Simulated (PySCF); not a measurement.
`CC=C=C=C=C(C)OC`, C8H10O

Cartesian coordinates in Å; atom numbers follow the order of the lines, from 1:
```xyz
19

C     4.0449   -0.0609   -1.3066
C     3.2181   -1.3085   -1.2663
C     1.8997   -1.3559   -1.2524
C     0.6156   -1.3971   -1.2377
C    -0.6633   -1.4374   -1.2196
C    -1.9908   -1.5024   -1.2572
C    -2.7443   -1.5570   -2.5513
O    -2.6748   -1.5826   -0.0879
C    -4.0164   -1.1744   -0.0521
H     4.6922    0.0071   -0.4158
H     3.4161    0.8385   -1.3496
H     4.7138   -0.0645   -2.1836
H     3.7684   -2.2611   -1.2435
H    -2.0395   -1.5641   -3.3910
H    -3.4153   -0.6913   -2.6742
H    -3.3624   -2.4689   -2.6072
H    -4.3563   -1.3194    0.9815
H    -4.1310   -0.1067   -0.3112
H    -4.6621   -1.7732   -0.7167
```

Computed, not measured: quadratic response CAM-B3LYP/aug-cc-pVDZ first hyperpolarisability, Taylor convention, gas phase (PySCF 2.14.0). Geometry: PBE0-D3(BJ)/def2-SVP.

(1) Give β for the processes computed.

(2) Which lowest excitations, dipole and polarisabilities go with it?

Results:

(1) In au, Taylor convention; the vector part is βᵢ = ⅓ Σⱼ (βᵢⱼⱼ + βⱼᵢⱼ + βⱼⱼᵢ); β∥ is 3/5 of the vector part along the dipole, the dipole points from − to +:
| process | λ (nm) | β vector norm | β∥ | β HRS | depolarisation ratio |
| --- | --- | --- | --- | --- | --- |
| static β(0;0,0) | ∞ | 369.9 | 103.7 | 153.2 | 5.00 |
| second harmonic β(−2ω;ω,ω) | 1907 | 413.3 | 120.3 | 170.8 | 5.03 |
| Pockels β(−ω;ω,0) | 1907 | 383.6 | 108.9 | – | – |
| second harmonic β(−2ω;ω,ω) | 1064 | 541.5 | 170.4 | 222.9 | 5.03 |
| Pockels β(−ω;ω,0) | 1064 | 416.7 | 121.6 | – | – |

(2) S1 3.22 eV (f = 0.000); S2 4.27 eV (f = 0.000); S3 4.68 eV (f = 0.112); dipole 2.06 D; isotropic α 139.0 au static, 140.0 au at 1907 nm, 142.3 au at 1064 nm, 143.2 au at 953.5 nm, 154.1 au at 532 nm.
